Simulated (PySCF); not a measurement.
Species: C2F4O.
Atom-mapped SMILES: `[O:1]=[C:2]([F:3])[C:4]([F:5])([F:6])[F:7]`

Level of theory: PBE0-D3(BJ)/def2-SVP geometry optimisation, gas phase (PySCF 2.14.0).

Problem. List the bond lengths, angles and torsions at this level.

Solution. 
| bond | length (Å) |
| --- | --- |
| O1=C2 | 1.176 |
| C2–F3 | 1.323 |
| C2–C4 | 1.537 |
| C4–F5, C4–F6 | 1.327 |
| C4–F7 | 1.318 |

Bonds in one row agree within 0.01 Å and their mean is given. A selection of angles:
| angle | degrees |
| --- | --- |
| O1–C2–F3 | 124.1 |
| O1–C2–C4 | 126.2 |
| F3–C2–C4 | 109.6 |
| C2–C4–F5 | 109.7 |
| F5–C4–F6 | 108.7 |

Dihedral angles: O1–C2–C4–F5 -120° (anticlinal).

Point group: Cs (every atom within 0.08 Å of its image). Whether it is a minimum is left open (no frequencies).
